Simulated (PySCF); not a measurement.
# Electron affinity of Cu by level of theory

Cu⁻ [Ar] 3d10 4s2 (1S) → Cu [Ar] 3d10 4s1 (2S), as a difference of total energies. Calculation: PySCF 2.14, in aug-cc-pVDZ-DK; scalar relativity by spin-free X2C-1e. Correlated levels: valence: [Ar] frozen. The calculations carry no spin-orbit coupling.

Problem. Order these methods by the electron affinity they give, lowest first.
A. BHandHLYP
B. r2SCAN
C. PBE0
D. PBE

Solution. A (0.937 eV), C (1.096 eV), B (1.249 eV), D (1.399 eV).

Errors of the correlated levels include the incompleteness of this basis and the frozen core.

In the anion the highest occupied orbital energy is positive at LDA, PBE, PBE0, r2SCAN, BP86, BHandHLYP, TPSSh, a self-interaction effect; the basis confines that electron, and the energy difference can still be sensible.

For comparison: 1.236 eV (measured; photodetachment measurements, as compiled on the Wikipedia data page of electron affinities).
